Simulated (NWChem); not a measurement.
System: C₃H₅N₂ cation; SMILES [nH+]1cc[nH]c1

Here is an NWChem input.

```
start job
memory heap 200 mb stack 900 mb global 1100 mb
charge 1
geometry units angstroms noautosym nocenter noautoz
  C     -0.681970     0.000000    -0.974087
  C      0.681970     0.000000    -0.974087
  N      1.069995     0.000000     0.343780
  C      0.000000     0.000000     1.133485
  N     -1.069995     0.000000     0.343780
  H     -1.393548     0.000000    -1.796260
  H      1.393548     0.000000    -1.796260
  H      2.031643     0.000000     0.677260
  H      0.000000     0.000000     2.222287
  H     -2.031643     0.000000     0.677260
end
basis spherical
  C library 6-311g**
  N library 6-311g**
  H library 6-311g**
end
dft
  xc b3lyp
  iterations 150
end
property
  shielding 6 1 3 4 6 8 9
  efieldgrad
end
task dft property
```

Excerpt of the output:

```
             Northwest Computational Chemistry Package (NWChem) 7.3.0
             --------------------------------------------------------

                             Geometry "geometry" -> ""
                             -------------------------

 Output coordinates in angstroms (scale by  1.889725989 to convert to a.u.)

  No.       Tag          Charge          X              Y              Z
 ---- ---------------- ---------- -------------- -------------- --------------
    1 C                    6.0000    -0.68197000     0.00000000    -0.97408700
    2 C                    6.0000     0.68197000     0.00000000    -0.97408700
    3 N                    7.0000     1.06999500     0.00000000     0.34378000
    4 C                    6.0000     0.00000000     0.00000000     1.13348500
    5 N                    7.0000    -1.06999500     0.00000000     0.34378000
    6 H                    1.0000    -1.39354800     0.00000000    -1.79626000
    7 H                    1.0000     1.39354800     0.00000000    -1.79626000
    8 H                    1.0000     2.03164300     0.00000000     0.67726000
    9 H                    1.0000     0.00000000     0.00000000     2.22228700
   10 H                    1.0000    -2.03164300     0.00000000     0.67726000

 Effective nuclear repulsion energy (a.u.)     173.2903739417

                              NWChem Property Module
                              ----------------------

  itol2e modified to match energy
  convergence criterion.

                                 NWChem DFT Module
                                 -----------------

 Summary of "ao basis" -> "ao basis" (spherical)
 ------------------------------------------------------------------------------
       Tag                 Description            Shells   Functions and Types
 ---------------- ------------------------------  ------  ---------------------
 C                          6-311g**                 8       18   4s3p1d
 N                          6-311g**                 8       18   4s3p1d
 H                          6-311g**                 4        6   3s1p

  itol2e modified to match energy
  convergence criterion.

            General Information
            -------------------
          SCF calculation type: DFT
          Wavefunction type:  closed shell.
          No. of atoms     :    10
          No. of electrons :    36
           Alpha electrons :    18
            Beta electrons :    18
          Charge           :     1
          Spin multiplicity:     1
          Use of symmetry is: off; symmetry adaption is: off
          Maximum number of iterations: 150
          AO basis - number of functions:   120
                     number of shells:    60
          Convergence on energy requested:  1.00D-07
          Convergence on density requested:  1.00D-05
          Convergence on gradient requested:  5.00D-04

              XC Information
              --------------
                         B3LYP Method XC Potential
                     Hartree-Fock (Exact) Exchange  0.200
                        Slater Exchange Functional  0.800 local
                    Becke 1988 Exchange Functional  0.720 non-local
              Lee-Yang-Parr Correlation Functional  0.810
                  VWN I RPA Correlation Functional  0.190 local

             Grid Information
             ----------------
          Grid used for XC integration:  fine
          Radial quadrature: Mura-Knowles
          Angular quadrature: Lebedev.
          Tag              B.-S. Rad. Rad. Pts. Rad. Cut. Ang. Pts.
          ---              ---------- --------- --------- ---------
          C                   0.70       70          10.0       590
          N                   0.65       70          10.0       590
          H                   0.35       60          12.0       590
          Grid pruning is: on
          Number of quadrature shells:   650
          Spatial weights used:  Erf1

      Superposition of Atomic Density Guess
      -------------------------------------

 Sum of atomic energies:        -224.11806469

 Renormalizing density from      37.00 to     36

      Non-variational initial energy
      ------------------------------

 Total energy =    -223.458870
 1-e energy   =    -627.209310
 2-e energy   =     230.460066
 HOMO         =      -0.578225
 LUMO         =      -0.286675

   convergence    iter        energy       DeltaE   RMS-Dens  Diis-err
 ---------------- ----- ----------------- --------- --------- ---------
 d= 0,ls=0.0,diis     1   -226.5466861553 -4.00D+02  7.35D-03  1.07D+00
 d= 0,ls=0.0,diis     2   -226.5431849113  3.50D-03  4.32D-03  1.00D+00
 d= 0,ls=0.0,diis     3   -226.6429607786 -9.98D-02  1.39D-03  9.15D-02
 d= 0,ls=0.0,diis     4   -226.6511641459 -8.20D-03  5.13D-04  1.62D-02
 d= 0,ls=0.0,diis     5   -226.6530148777 -1.85D-03  9.41D-05  2.59D-04
  Resetting Diis
 d= 0,ls=0.0,diis     6   -226.6530367001 -2.18D-05  3.44D-05  8.18D-05
 d= 0,ls=0.0,diis     7   -226.6530461407 -9.44D-06  6.96D-06  9.78D-07
 d= 0,ls=0.0,diis     8   -226.6530461108  2.98D-08  3.75D-06  1.30D-06

         Total DFT energy =     -226.653046110847
      One electron energy =     -639.707051948305
           Coulomb energy =      271.523472073722
    Exchange-Corr. energy =      -31.759840177986
 Nuclear repulsion energy =      173.290373941722

 Numeric. integr. density =       36.000001632553

                       DFT Final Molecular Orbital Analysis
                       ------------------------------------

 Vector   16  Occ=2.000000D+00  E=-6.463830D-01
              MO Center=  1.1D-08,  2.1D-11, -9.5D-01, r^2= 2.2D+00
   Bfn.  Coefficient  Atom+Function         Bfn.  Coefficient  Atom+Function
  ----- ------------  ---------------      ----- ------------  ---------------
     7      0.250545   1 C  px               25     -0.250545   2 C  px
     3      0.180403   1 C  px               21     -0.180403   2 C  px
    92     -0.151734   6 H  s                98     -0.151734   7 H  s
    11      0.123761   1 C  px               29     -0.123761   2 C  px
    64     -0.114624   4 C  s                91     -0.109228   6 H  s

 Vector   17  Occ=2.000000D+00  E=-5.454113D-01
              MO Center=  4.0D-09,  2.5D-10,  2.0D-01, r^2= 2.0D+00
   Bfn.  Coefficient  Atom+Function         Bfn.  Coefficient  Atom+Function
  ----- ------------  ---------------      ----- ------------  ---------------
    44      0.297695   3 N  py               80     -0.297695   5 N  py
    48      0.289834   3 N  py               84     -0.289834   5 N  py
    40      0.197385   3 N  py               76     -0.197385   5 N  py
     8     -0.100878   1 C  py               26      0.100878   2 C  py
    12     -0.077599   1 C  py               30      0.077599   2 C  py

 Vector   18  Occ=2.000000D+00  E=-4.637772D-01
              MO Center= -8.9D-10, -8.6D-11, -4.0D-01, r^2= 2.2D+00
   Bfn.  Coefficient  Atom+Function         Bfn.  Coefficient  Atom+Function
  ----- ------------  ---------------      ----- ------------  ---------------
     8      0.261412   1 C  py               26      0.261412   2 C  py
    62     -0.234716   4 C  py               12      0.232110   1 C  py
    30      0.232110   2 C  py               66     -0.225729   4 C  py
     4      0.166473   1 C  py               22      0.166473   2 C  py
    58     -0.149733   4 C  py               44     -0.065778   3 N  py

 Vector   19  Occ=0.000000D+00  E=-2.158997D-01
              MO Center= -1.0D-09, -3.8D-10,  6.6D-01, r^2= 2.2D+00
   Bfn.  Coefficient  Atom+Function         Bfn.  Coefficient  Atom+Function
  ----- ------------  ---------------      ----- ------------  ---------------
    66      0.598844   4 C  py               48     -0.423827   3 N  py
    84     -0.423827   5 N  py               62      0.350531   4 C  py
    44     -0.224041   3 N  py               80     -0.224041   5 N  py
    58      0.220973   4 C  py               40     -0.161366   3 N  py
    76     -0.161366   5 N  py               12      0.147098   1 C  py

 Vector   20  Occ=0.000000D+00  E=-1.733506D-01
              MO Center=  2.3D-09, -4.3D-11, -8.5D-01, r^2= 2.2D+00
   Bfn.  Coefficient  Atom+Function         Bfn.  Coefficient  Atom+Function
  ----- ------------  ---------------      ----- ------------  ---------------
    12      0.649692   1 C  py               30     -0.649692   2 C  py
     8      0.304362   1 C  py               26     -0.304362   2 C  py
    48      0.268492   3 N  py               84     -0.268492   5 N  py
     4      0.204438   1 C  py               22     -0.204438   2 C  py
    44      0.126128   3 N  py               80     -0.126128   5 N  py

 Vector   21  Occ=0.000000D+00  E=-1.529754D-01
              MO Center= -1.9D-08,  1.0D-10,  6.8D-01, r^2= 7.7D+00
   Bfn.  Coefficient  Atom+Function         Bfn.  Coefficient  Atom+Function
  ----- ------------  ---------------      ----- ------------  ---------------
   105      0.773472   8 H  s               117      0.773472  10 H  s
    64     -0.578783   4 C  s               111      0.526335   9 H  s
    46     -0.489877   3 N  s                82     -0.489877   5 N  s
    93      0.328639   6 H  s                99      0.328639   7 H  s
    47     -0.300680   3 N  px               83      0.300680   5 N  px

     Multipole analysis of the density
     ---------------------------------

     L   x y z        total         alpha         beta         nuclear
     -   - - -        -----         -----         ----         -------
     0   0 0 0      1.000000    -18.000000    -18.000000     37.000000

     1   1 0 0      0.000000      0.000000      0.000000      0.000000
     1   0 1 0     -0.000000     -0.000000     -0.000000      0.000000
     1   0 0 1      0.559698      0.365763      0.365763     -0.171827

     2   2 0 0     -9.368044    -64.943136    -64.943136    120.518227
     2   1 1 0     -0.000000     -0.000000     -0.000000      0.000000
     2   1 0 1     -0.000000     -0.000000     -0.000000      0.000000
     2   0 2 0    -22.301306    -11.150653    -11.150653      0.000000
     2   0 1 1     -0.000000     -0.000000     -0.000000      0.000000
     2   0 0 2    -12.302072    -65.178020    -65.178020    118.053967

[...]

          -----------------------------------------
          Chemical Shielding Tensors (GIAO, in ppm)
          -----------------------------------------

                                NWChem CPHF Module
                                ------------------

  scftype          =     RHF
  nclosed          =       18
  nopen            =        0
  variables        =     1836
  # of vectors     =        3
  tolerance        = 0.10D-03
  level shift      = 0.00D+00
  max iterations   =       50
  max subspace     =       30

 SCF residual:    2.8786626330735786E-004

Iterative solution of linear equations
  No. of variables     1836
  No. of equations        3
  Maximum subspace       30
        Iterations       50
       Convergence  1.0D-04

   iter   nsub   residual    time
   ----  ------  --------  ---------
     1      3    6.12D-01      57.0
     2      6    1.24D-02      61.6
     3      9    6.73D-04      66.3
     4     12    2.46D-05      70.9

      Atom:    1  C
        Diamagnetic
    260.5545     -0.0000     -3.3063
     -0.0000    235.9848      0.0000
     -3.3063      0.0000    265.0459

        Paramagnetic
   -212.3621      0.0000     -5.2262
      0.0000    -93.2986      0.0000
     -5.2262      0.0000   -287.1810

        Total Shielding Tensor
     48.1924     -0.0000     -8.5325
     -0.0000    142.6862      0.0000
     -8.5325      0.0000    -22.1351

           isotropic =      56.2478
          anisotropy =     129.6576

          Principal Components and Axis System
                 1           2           3
              142.6862     49.2128    -23.1555

      1        -0.0000      0.9929      0.1187
      2         1.0000      0.0000     -0.0000
      3         0.0000     -0.1187      0.9929

      Atom:    2  N
        Diamagnetic
    327.2099     -0.0000     -1.7154
     -0.0000    300.1702      0.0000
     -1.7154      0.0000    331.1978

        Paramagnetic
   -348.0612      0.0000    -40.1637
      0.0000   -111.4375     -0.0000
    -40.1637     -0.0000   -286.3731

        Total Shielding Tensor
    -20.8513     -0.0000    -41.8790
     -0.0000    188.7326     -0.0000
    -41.8790     -0.0000     44.8247

           isotropic =      70.9020
          anisotropy =     176.7459

          Principal Components and Axis System
                 1           2           3
              188.7326     65.2050    -41.2316

      1        -0.0000     -0.4376      0.8992
      2         1.0000      0.0000      0.0000
      3        -0.0000      0.8992      0.4376

      Atom:    3  C
        Diamagnetic
    265.5648     -0.0000     -0.0000
     -0.0000    234.1914      0.0000
     -0.0000      0.0000    259.9709

        Paramagnetic
   -246.5119      0.0000      0.0000
      0.0000   -101.3068     -0.0000
      0.0000     -0.0000   -264.8531

        Total Shielding Tensor
     19.0529      0.0000      0.0000
      0.0000    132.8847     -0.0000
      0.0000     -0.0000     -4.8821

           isotropic =      49.0185
          anisotropy =     125.7993

          Principal Components and Axis System
                 1           2           3
              132.8847     19.0529     -4.8821

      1         0.0000      1.0000     -0.0000
      2         1.0000     -0.0000      0.0000
      3        -0.0000      0.0000      1.0000

      Atom:    4  H
        Diamagnetic
     30.1062     -0.0000      8.5539
     -0.0000     20.3028     -0.0000
      8.5539     -0.0000     34.8288

        Paramagnetic
     -4.6913      0.0000     -8.1901
      0.0000      0.4559      0.0000
     -8.1901      0.0000     -8.9740

        Total Shielding Tensor
     25.4149      0.0000      0.3639
      0.0000     20.7587      0.0000
      0.3639      0.0000     25.8548

           isotropic =      24.0095
          anisotropy =       3.0759

          Principal Components and Axis System
                 1           2           3
               26.0601     25.2097     20.7587

      1         0.4913      0.8710      0.0000
      2         0.0000     -0.0000      1.0000
      3         0.8710     -0.4913     -0.0000

      Atom:    5  H
        Diamagnetic
     41.5980     -0.0000      6.3897
     -0.0000     18.6674      0.0000
      6.3897      0.0000     24.9822

        Paramagnetic
    -14.7478      0.0000     -5.0803
      0.0000     -1.5524     -0.0000
     -5.0803     -0.0000     -1.9321

        Total Shielding Tensor
     26.8502     -0.0000      1.3094
     -0.0000     17.1150     -0.0000
      1.3094     -0.0000     23.0501

           isotropic =      22.3384
          anisotropy =       7.3789

          Principal Components and Axis System
                 1           2           3
               27.2577     22.6426     17.1150

      1         0.9548     -0.2971      0.0000
      2        -0.0000      0.0000      1.0000
      3         0.2971      0.9548     -0.0000

      Atom:    6  H
        Diamagnetic
     23.2608      0.0000     -0.0000
      0.0000     19.1233      0.0000
     -0.0000      0.0000     40.9573

        Paramagnetic
      1.1567      0.0000      0.0000
      0.0000      0.6376     -0.0000
      0.0000     -0.0000    -14.5843

        Total Shielding Tensor
     24.4175      0.0000     -0.0000
      0.0000     19.7609     -0.0000
     -0.0000     -0.0000     26.3729

           isotropic =      23.5171
          anisotropy =       4.2837

          Principal Components and Axis System
                 1           2           3
               26.3729     24.4175     19.7609

      1        -0.0000      1.0000     -0.0000
      2        -0.0000      0.0000      1.0000
      3         1.0000      0.0000      0.0000
```

Level: B3LYP/6-311G** (spherical d), GIAO. Structure relaxed at the PBE0/def2-SVP level. NWChem prints the field gradient with the sign opposite to the second derivative of the potential. The output numbers the shielded atoms by their place in the input's list. The printed shielding anisotropy is the first printed principal value minus the mean of the other two.
